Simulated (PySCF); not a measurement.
# Au+: excitation energy

Au+ [Xe] 4f14 5d10 (1S) → Au+ [Xe] 4f14 5d9 6p1 (high-spin determinant), as a difference of total energies. All numbers are calculated (PySCF 2.14, scalar relativity by spin-free X2C-1e, in x2c-TZVPPall with one added diffuse shell each of s, p, d, f type (12s8p8d4f1g, 113 functions)). Correlated levels: valence: [Xe] 4f14 frozen. The calculations carry no spin-orbit coupling.

```csv
method,excitation energy (eV)
UHF,8.234
MP2 (valence),9.351
SCS-MP2 (valence),9.349
CCSD (valence),9.034
CCSD(T) (valence),9.058
```

How much does correlation contribute at CCSD(T) (valence)?

9.058 − (8.234) = 0.824 eV, measured against UHF.

A first-order spin-orbit estimate (lowest level to lowest level, LS coupling) adds -0.361 eV.

The determinant of the upper state mixes LS terms, which raises its energy above the lowest term, most at the Hartree-Fock and MP2 levels.
